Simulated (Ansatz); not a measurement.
System: AgF (charge -1, doublet). The spin state was set by rule; other spins were not relaxed. 
Coordinates optimised at B3LYP-D3(BJ)/def2-TZVP (Ansatz, a program for electronic structure):
```xyz
2

Ag     0.0000     0.0000    -0.3433
F      0.0000     0.0000     1.7930
```
Charge -1, spin multiplicity 2.

Basis-set convergence of Hartree-Fock and MP2 correlation energies (hartree) with Ansatz. Valence correlation only, unless marked. UHF or UKS for open shells. No spin-orbit coupling. Frozen are the shells of the preceding noble gas and the d and f shells that filled before the atom's block. In def2 rows, elements after Kr have scalar-relativistic effective core potentials.

```csv
basis,functions,E(HF),"E(corr, MP2)"
def2-SVPD,57,-245.47271,-0.46350
def2-TZVPPD,96,-245.62177,-0.67227
def2-QZVPPD,154,-245.62907,-0.73091
```

Extrapolating the two largest sets (X = 3 and 4) as X^-3: E(corr) = (64·(-0.73091) - 27·(-0.67227))/37 = -0.7737 Eh, an estimate of the basis-set limit. The largest set recovers 94.5 % of it, the smallest 59.9 %.
